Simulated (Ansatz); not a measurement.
Consider the cleavage of the B–B bond: `BBN` + HBr → `NBBr` + BH₃.

Calculated with Ansatz (gas phase, PBE0-D4/def2-TZVP geometries, no zero-point term in ΔE). CCSD(T)/CBS adds triple-zeta CCSD(T) − MP2 to the extrapolated MP2 energy (def2 sets, frozen cores). This one scheme is used for every species. DFT in def2-TZVPP. For Br outer-core shells are correlated without core-valence functions, which leaves a few kJ/mol of doubt a bond. Scalar relativity is left out up to krypton. One conformer a species, not always the lowest.

`BBN`:

```xyz
8

B     0.922   -1.058    0.111
B    -0.143    0.096   -0.439
N    -0.856    1.045    0.285
H     2.105   -0.862    0.166
H     0.572   -2.176    0.376
H    -0.313    0.103   -1.637
H    -1.481    1.705   -0.147
H    -0.805    1.146    1.285
```

HBr:

```xyz
2

Br   -0.183   -0.656    0.202
H     0.183    0.656   -0.202
```

`NBBr`:

Z-matrix (Å, degrees):
```
N
B 1 1.380
H 1 1.006 2 123.3
H 1 1.006 2 122.1 3 -180.0
Br 2 1.931 1 119.6 3 -0.0
H 2 1.190 1 122.0 3 180.0
```

BH₃:

Z-matrix (Å, degrees):
```
B
H 1 1.193
H 1 1.193 2 120.0
H 1 1.193 2 120.0 3 180.0
```

| level | ΔE (kJ/mol) |
| --- | --- |
| PBE0 | -93.0 |
| MP2/def2-TZVPP | -113.1 |
| SCS-MP2/def2-TZVPP | -110.8 |
| CCSD(T)/def2-TZVPP | -102.3 |

Problem. What does CCSD(T)/CBS give? (An estimate is asked.)

Solution. Ansatz gave: -102.9 kJ/mol. The listed levels differ from it by 9.9, -10.2, -7.9, 0.6 kJ/mol.

Largest T1 diagnostic among the species: 0.013.

From PBE to PBE0 (25 % exact exchange), in def2-TZVPP and without D4, ΔE moves by −5.9 kJ/mol. Leaving LDA and LC-ωPBE aside and taking each functional with its dispersion term where it has one, the values, not all of them listed here, spread over 15.6 kJ/mol, from PBE-QIDH to PBE-D4. LDA lies +4.2 kJ/mol from PBE without D4.
